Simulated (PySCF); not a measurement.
A structure optimised at PBE0-D3(BJ)/def2-SVP, used in a PySCF frequency run:

```xyz
12

Sn     0.0060    -0.9840     0.0000
O     -0.4933     0.9446     0.0000
C      0.4975     1.9351     0.0000
C     -0.1651     3.2955     0.0000
H      0.9266    -1.2887     1.4159
H      0.9266    -1.2887    -1.4159
H     -1.5012    -1.7809     0.0000
H      1.1606     1.8507    -0.8881
H      1.1606     1.8507     0.8881
H     -0.8025     3.4078    -0.8898
H      0.5846     4.1020     0.0000
H     -0.8025     3.4078     0.8898
```
Charge 0, spin multiplicity 1.

Q: Write its SMILES, formula and point group.

A: CC[O][SnH3], C₂H₈OSn, Cs

Q: What are its rotational constants (standard atomic weights)?

A: 22.203, 1.4007, 1.3691 GHz
